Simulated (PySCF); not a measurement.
PySCF job for CdFCl, SMILES [F][Cd][Cl], TDDFT-LC-ωPBE/def2-TZVPD. The structure is a stationary point at B3LYP-D3(BJ)/def2-TZVP. The def2 effective core potentials stand for the cores of Cd; spin–orbit coupling is left out.

```python
import numpy as np
from pyscf import gto, scf, dft, tdscf

mol = gto.M(
    atom='''
    Cd    0.00000000    0.00000000   -0.28582147
    F     0.00000000    0.00000000   -2.22824950
    Cl    0.00000000    0.00000000    1.98668684
    ''',
    basis='def2-TZVPD',
    ecp={'Cd': 'def2-tzvp'},
    charge=0,
    spin=0,
    symmetry=True,
    symmetry_subgroup='C2v',
    max_memory=1600,
    verbose=4,
)
mf = dft.RKS(mol, xc='lc_wpbe').density_fit(auxbasis='def2-universal-jkfit')
mf.grids.level = 3
mf.conv_tol = 1e-9
mf.max_cycle = 100
mf.kernel()
mf.grids = dft.Grids(mol).set(level=1).build(with_non0tab=True)  # coarser grid for the response kernel
td = tdscf.TDDFT(mf)
td.singlet = True
td.nstates = 10
td.conv_tol = 1e-4
td.kernel(x0=td.get_init_guess(mf, 15))
td.analyze()
tt = tdscf.TDA(mf)
tt.singlet = False
tt.nstates = 4
tt.conv_tol = 1e-4
tt.kernel(x0=tt.get_init_guess(mf, 9))
tt.analyze(verbose=3)
```

It prints:

```
PySCF version 2.14.0

[INPUT] verbose = 4
[INPUT] num. atoms = 3
[INPUT] num. electrons = 46
[INPUT] charge = 0
[INPUT] spin (= nelec alpha-beta = 2S) = 0
[INPUT] symmetry True subgroup C2v
[INPUT] Mole.unit = angstrom
[INPUT] Symbol           X                Y                Z      unit          X                Y                Z       unit  Magmom
[INPUT]  1 Cd     0.000000000000   0.000000000000  -0.285821470000 AA    0.000000000000   0.000000000000  -0.540124298821 Bohr   0.0
[INPUT]  2 F      0.000000000000   0.000000000000  -2.228249500000 AA    0.000000000000   0.000000000000  -4.210781292199 Bohr   0.0
[INPUT]  3 Cl     0.000000000000   0.000000000000   1.986686840000 AA    0.000000000000   0.000000000000   3.754294022878 Bohr   0.0

nuclear repulsion = 147.418939393662
point group symmetry = Coov, use subgroup C2v
symmetry origin: [0.00000000e+00 0.00000000e+00 5.61810471e-09]
symmetry axis x: [1. 0. 0.]
symmetry axis y: [0. 1. 0.]
symmetry axis z: [0. 0. 1.]
num. orbitals of irrep A1 = 56
num. orbitals of irrep A2 = 12
num. orbitals of irrep B1 = 29
num. orbitals of irrep B2 = 29
number of shells = 44
number of NR pGTOs = 192
number of NR cGTOs = 126
basis = def2-TZVPD
ecp = {'Cd': 'def2-tzvp'}


******** <class 'pyscf.df.df_jk.DFSymAdaptedRKS'> ********
method = DFSymAdaptedRKS
initial guess = minao
damping factor = 0
level_shift factor = 0
DIIS = <class 'pyscf.scf.diis.CDIIS'>
diis_start_cycle = 1
diis_space = 8
diis_damp = 0
SCF conv_tol = 1e-09
SCF conv_tol_grad = None
SCF max_cycles = 100
direct_scf = False
XC library pyscf.dft.libxc version 7.1.2
    S. Lehtola, C. Steigemann, M. J. T. Oliveira, and M. A. L. Marques,  SoftwareX 7, 1–5 (2018)
XC functionals = lc_wpbe
    O. A. Vydrov and G. E. Scuseria,  J. Chem. Phys. 125, 234109 (2006)
radial grids:
    Treutler-Ahlrichs [JCP 102, 346 (1995); DOI:10.1063/1.469408] (M4) radial grids

becke partition: Becke, JCP 88, 2547 (1988); DOI:10.1063/1.454033
pruning grids: <function nwchem_prune>
grids dens level: 3
symmetrized grids: True
atomic radii adjust function: <function treutler_atomic_radii_adjust>
small_rho_cutoff = 0
Freeze 0 electrons in irreps []
    46 free electrons in irreps A1 A2 B1 B2
Set gradient conv threshold to 3.16228e-05
Initial guess from minao.
tot grids = 55536
Create RSH-DF object <pyscf.df.df.DF object> for omega=0.4
******** <class 'pyscf.df.df.DF'> ********
auxbasis = auxmol.basis = def2-universal-jkfit
init E= -715.273803024265
HOMO (B2) = -0.787637707371296  LUMO (A1) = -0.667141598693036  gap/eV = 3.27887
cycle= 1 E= -726.552055657354  delta_E= -11.3  |g|= 3.04  |ddm|= 6.13
HOMO (B2) = -0.0259309837409702  LUMO (A1) = 0.0255179190902796  gap/eV = 1.40000
cycle= 2 E= -725.455190249875  delta_E=  1.1  |g|= 4.23  |ddm|= 4.69
HOMO (B1) = -0.449505251546499  LUMO (A1) = -0.0505008656572511  gap/eV = 10.85746
cycle= 3 E= -727.763171344766  delta_E= -2.31  |g|= 0.212  |ddm|=  2.6
HOMO (B2) = -0.447416886190478  LUMO (A1) = -0.00893629104321949  gap/eV = 11.93166
cycle= 4 E= -727.772666887148  delta_E= -0.0095  |g|= 0.162  |ddm|= 0.501
HOMO (B2) = -0.442514061619946  LUMO (A1) = -0.00614265570235035  gap/eV = 11.87427
cycle= 5 E= -727.776486971699  delta_E= -0.00382  |g|= 0.0316  |ddm|= 0.0784
HOMO (B2) = -0.439145945558929  LUMO (A1) = -0.0082687936114103  gap/eV = 11.72476
cycle= 6 E= -727.776980289278  delta_E= -0.000493  |g|= 0.011  |ddm|= 0.0633
HOMO (B2) = -0.440504062349516  LUMO (A1) = -0.00923510260437738  gap/eV = 11.73543
cycle= 7 E= -727.777061183017  delta_E= -8.09e-05  |g|= 0.0042  |ddm|= 0.0275
HOMO (B1) = -0.439840068200095  LUMO (A1) = -0.00922486483853379  gap/eV = 11.71764
cycle= 8 E= -727.777070732319  delta_E= -9.55e-06  |g|= 0.000737  |ddm|= 0.0116
HOMO (B2) = -0.439816664069882  LUMO (A1) = -0.00920634771421549  gap/eV = 11.71750
cycle= 9 E= -727.777071141772  delta_E= -4.09e-07  |g|= 0.000163  |ddm|= 0.00171
HOMO (B2) = -0.43981395641705  LUMO (A1) = -0.00920631208938819  gap/eV = 11.71743
cycle= 10 E= -727.777071163819  delta_E= -2.2e-08  |g|= 4.66e-05  |ddm|= 0.000437
HOMO (B2) = -0.439819103818966  LUMO (A1) = -0.00921009881333257  gap/eV = 11.71747
cycle= 11 E= -727.77707116507  delta_E= -1.25e-09  |g|= 1.66e-05  |ddm|= 0.000121
HOMO (B1) = -0.439816915342687  LUMO (A1) = -0.0092106276771824  gap/eV = 11.71739
cycle= 12 E= -727.777071165153  delta_E= -8.28e-11  |g|= 3.36e-06  |ddm|= 1.95e-05
HOMO (B2) = -0.439817371486139  LUMO (A1) = -0.0092104532007093  gap/eV = 11.71741
Extra cycle  E= -727.777071165159  delta_E= -6.37e-12  |g|= 2.03e-06  |ddm|= 7.34e-06
converged SCF energy = -727.777071165159
tot grids = 19824


******** <class 'pyscf.tdscf.rks.TDDFT'> for <class 'pyscf.df.df_jk.DFSymAdaptedRKS'> ********
nstates = 10 singlet
deg_eia_thresh = 1.000e-03
wfnsym = None
conv_tol = 0.0001
eigh lindep = 1e-12
eigh level_shift = 0
eigh max_cycle = 100


Excitation energies (eV)
[6.07641683 6.07641683 6.98339508 6.98339508 7.63406971 8.01250006
 8.09300929 8.09313928 8.09647078 9.11183326]

** Singlet excitation energies and oscillator strengths **
Excited State   1:   B1      6.07642 eV    204.04 nm  f=0.0109
      22 -> 24        0.67819
      22 -> 30        0.12588
Excited State   2:   B2      6.07642 eV    204.04 nm  f=0.0109
      23 -> 24        0.67819
      23 -> 30        0.12588
Excited State   3:   B2      6.98340 eV    177.54 nm  f=0.0380
      20 -> 24        0.67590
      20 -> 31       -0.10199
Excited State   4:   B1      6.98340 eV    177.54 nm  f=0.0380
      19 -> 24        0.67590
      19 -> 31       -0.10199
Excited State   5:   A1      7.63407 eV    162.41 nm  f=0.1116
      18 -> 24        0.14516
      21 -> 24       -0.56992
      22 -> 25       -0.25337
      23 -> 26       -0.25337
Excited State   6:   A1      8.01250 eV    154.74 nm  f=0.0474
      18 -> 24       -0.62362
      19 -> 25        0.16374
      20 -> 26        0.16374
      22 -> 25       -0.10219
      23 -> 26       -0.10219
Excited State   7:   A2      8.09301 eV    153.20 nm  f=0.0000
      22 -> 26       -0.48614
      23 -> 25       -0.48614
Excited State   8:   A1      8.09314 eV    153.20 nm  f=0.0000
      22 -> 25        0.48614
      23 -> 26       -0.48614
Excited State   9:   A2      8.09647 eV    153.13 nm  f=0.0000
      22 -> 26       -0.48554
      23 -> 25        0.48554
Excited State  10:   A2      9.11183 eV    136.07 nm  f=0.0000
      19 -> 26        0.47830
      19 -> 29       -0.10245
      20 -> 25       -0.47830
      20 -> 28        0.10245

** Transition electric dipole moments (AU) **
state          X           Y           Z        Dip. S.      Osc.
  1         0.2710     -0.0000      0.0000      0.0735      0.0109
  2        -0.0000      0.2710     -0.0000      0.0735      0.0109
  3        -0.0000      0.4713      0.0000      0.2221      0.0380
  4         0.4713     -0.0000      0.0000      0.2221      0.0380
  5         0.0000     -0.0000     -0.7725      0.5968      0.1116
  6        -0.0000      0.0000     -0.4916      0.2417      0.0474
  7         0.0000     -0.0000      0.0000      0.0000      0.0000
  8         0.0000      0.0000      0.0000      0.0000      0.0000
  9        -0.0000     -0.0000      0.0000      0.0000      0.0000
 10         0.0000     -0.0000      0.0000      0.0000      0.0000

WARN: ECP detected. Skipping calculation of transition velocity and magnetic dipole moments, which have not yet been implemented.



******** <class 'pyscf.tdscf.rks.TDA'> for <class 'pyscf.df.df_jk.DFSymAdaptedRKS'> ********
nstates = 4 triplet
deg_eia_thresh = 1.000e-03
wfnsym = None
conv_tol = 0.0001
eigh lindep = 1e-12
eigh level_shift = 0
eigh max_cycle = 100


Excitation energies (eV)
[5.67247252 5.67247252 6.47455697 6.49374487]

** Triplet excitation energies and oscillator strengths **
Excited State   1:   B2      5.67247 eV    218.57 nm  f=0.0000
Excited State   2:   B1      5.67247 eV    218.57 nm  f=0.0000
Excited State   3:   A1      6.47456 eV    191.49 nm  f=0.0000
Excited State   4:   B1      6.49374 eV    190.93 nm  f=0.0000
```

Self-consistency was reached.
